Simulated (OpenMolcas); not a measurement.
Re3+ among 4 point charges of -1.5 e arranged as a tetrahedron (Td), 1.87 Å from the ion.

| Quantity | Value |
| --- | --- |
| Program | OpenMolcas |
| Method | SS-CASPT2, IPEA 0.25 Eh, imaginary shift 0.1 Eh (closed shells correlated: 4f 5s 5p) |
| Basis | ANO-RCC-VTZP [8s7p5d3f2g1h] |
| Scalar Hamiltonian | DKH2, point nucleus |
| Active space | 4 electrons in 5 orbitals (5d) |
| State averaging | 2S+1 = 5 even, 5 roots; 2S+1 = 3 even, 45 roots; 2S+1 = 1 even, 50 roots |
| Spin-orbit coupling | RASSI with atomic mean-field integrals over the reference wave functions |

Question: What is the spin-free ground state (labels of Td)?

Answer: 5T2, 3-fold in its orbital part, 100 % from free-ion D terms; it has the highest spin that d4 allows.

Question: Where is the first state of the same spin?

Answer: 5E at 4690 cm-1 above the ground state.

Question: What are the lowest two levels with spin-orbit coupling?

Answer: A 1-fold level A1, then a 3-fold level T1 2730 cm-1 above it. Their leading multiplicities are 5 (70 %) and 5 (87 %).

Question: What is χT at 300 K?

Answer: 0.12 cm3 K/mol.

Roots that are degenerate in the reference are averaged as groups; the widest CASPT2 spread within a group is 320 cm-1 (the 2-fold group of multiplicity 1 near 52000 cm-1 above the lowest state of its run). Shifts and gaps below about the spread of the groups concerned are not significant. Spin-orbit coupling mixes the spin-free states strongly: the lowest level takes only 56 % from its leading state, 5T2. Point charges give a weaker field than real ligands, and real ions of this kind are as a rule low spin; the high spin found here belongs to the model. The ground term spreads over less than 5000 cm-1, several times less than with real ligands, so orbital moments are less quenched and χT lies further from the spin-only value than at real sites. Free-ion shares, where given, are those of the reference states; single-state CASPT2 does not remix them. This is an electrostatic model: the charges have no orbitals. No measured value stands beside these numbers.
